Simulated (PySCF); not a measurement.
Species: C4H7F3Si.
SMILES with atom numbers: `[F:1][C:2]([F:3])([F:4])[CH2:5][C@H:6]1[CH2:7][SiH2:8]1` (hydrogens: H9, H10 on C5; H11 on C6; H12, H13 on C7; H14, H15 on Si8)

Torsions of this conformer, `[F:1][C:2]([F:3])([F:4])[CH2:5][C@H:6]1[CH2:7][SiH2:8]1`: F1–C2–C5–C6 -176°, C2–C5–C6–C7 -162°.

The closed-shell ground state was solved at several levels (PySCF, density fitting, gas phase, non-relativistic). Geometry: PBE0-D3(BJ)/def2-SVP, one conformer, isolated molecule.

```tsv
level	basis functions	HOMO (eV)	LUMO (eV)	gap (eV)	dipole (D)
CAM-B3LYP/def2-SVPD	229	-8.42	0.92	9.34	2.46
HF/pcSseg-1	178	-9.68	3.37	13.05	2.58
```

What might PBE0/pcSseg-1 (178 basis functions) give for the same quantities?

HOMO -7.12 eV, LUMO 0.24 eV, gap 7.36 eV, dipole 2.26 D.

Over all these levels, which gives the widest orbital gap and which the narrowest?

HF/pcSseg-1 (Hartree–Fock, all exact exchange) has the widest, 13.05 eV, and PBE0/pcSseg-1 (global hybrid, 25 % exact exchange) the narrowest, 7.36 eV. The two share the basis. From the narrowest to the widest the HOMO moves by -2.56 eV and the LUMO by +3.13 eV. The HOMO need not be the same orbital at Hartree–Fock and at DFT levels.

How far do the dipole and the HOMO energy spread over the levels?

The dipole runs from 2.26 to 2.58 D (mean 2.43 D) and the HOMO from -9.68 to -7.12 eV.
